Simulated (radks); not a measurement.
Values are calculated unless marked as measured or tabulated.
Spherical quantum dot in the effective-mass picture: electrons in a well V = -V0 / (1 + exp((r - R)/a)) with V0 = 15.4, R = 2.53, a = 0.14, all in effective atomic units (hartree* = m*/eps^2 hartree, bohr* = eps/m* bohr), one dielectric constant everywhere. Level of theory: non-relativistic Kohn-Sham, PBE, spin-polarised, spherical densities (a radial shooting solver with Libxc functionals). Levels are named by radial order and angular momentum (1s, 1p, 1d, 2s, ...), and open shells are averaged over m. Results are scaled to m* = 0.036 and eps = 14.6, for which hartree* = 4.596 meV and bohr* = 21.46 nm.

N = 12, configuration 1s2 1p6 1d(up 4, down 0). This is the lowest configuration that the search found. Occupied and some empty levels:

level,occupation,eigenvalue (meV),<r> (nm)
1s up,1,-38.813,33.00
1s down,1,-38.377,32.57
1p up,3,-36.366,36.01
1p down,3,-35.852,35.82
1d up,4,-32.672,38.23
1d down,0,-32.114,38.14
2s up,0,-28.144,27.08
2s down,0,-27.943,27.20
1f up,0,-27.942,40.00
1f down,0,-27.360,39.97
2p up,0,-22.107,31.16
2p down,0,-21.826,31.16

Energy (meV): total -593.737, kinetic 80.272, external -822.50, Hartree 178.10, exchange-correlation -29.601.
